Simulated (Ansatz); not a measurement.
`C[Si](N)(Cl)Br` + H₂O → `C[Si](O)(Cl)Br` + NH₃ at 600 K and 1 bar (formal hydrolysis of the Si–N bond).

Program: Ansatz. Geometries: PBE0-D4/def2-TZVP. ΔE: electronic, gas phase. CBS: MP2 limit from def2 TZ/QZ plus the TZ coupled-cluster correction, frozen cores. This one scheme is used for every species. For Br outer-core shells are correlated without core-valence functions, which leaves a few kJ/mol of doubt a bond. Scalar relativity is left out up to krypton. One conformer a species, not always the lowest.

```csv
species,CCSD(T)/CBS energy (Eh),H − E (kJ/mol),S (J/(mol·K))
`C[Si](N)(Cl)Br`,-3418.10250,240.7,472.4
H₂O,-76.37941,76.8,212.8
`C[Si](O)(Cl)Br`,-3437.98992,205.7,459.3
NH₃,-56.50880,112.4,219.5
```

H − E and S are ideal-gas, rigid-rotor, harmonic terms from PBE0-D4/def2-TZVP, for one conformer and one mirror image of each species. 1 Eh = 2625.50 kJ/mol, R = 8.31446 J/(mol·K).

Q: By hand: ΔE, ΔH, ΔS and ΔG.

A: ΔE = (-3437.98992) + (-56.50880) − (-3418.10250) − (-76.37941) = -0.01681 Eh = -44.1 kJ/mol. Δ(H − E) = 205.7 + 112.4 − 240.7 − 76.8 = 0.6, so ΔH = -43.5 kJ/mol. ΔS = 459.3 + 219.5 − 472.4 − 212.8 = -6.4 J/(mol·K). ΔG = -43.5 − 600 × (-6.4)/1000 = -39.7 kJ/mol.

Q: By hand: the equilibrium constant, and the temperature at which ΔG would vanish if ΔH and ΔS stayed fixed.

A: log₁₀ K = −ΔG/(RT ln 10) = 3.5. ΔG = 0 at ΔH/ΔS = 6797 K, far beyond where these terms or the molecules hold.

The number of gas molecules stays the same, so ΔS is small and ΔH decides. A doubt of 5 kJ/mol in ΔE shifts log₁₀ K by 0.4 here. Other conformers and mirror images would add mixing entropy, several J/(mol·K) or more a flexible species. These are equilibria of isolated gas molecules and say nothing of rates. Largest T1 diagnostic: 0.009 (customary marks: 0.02 for closed shells, 0.045 for open ones).
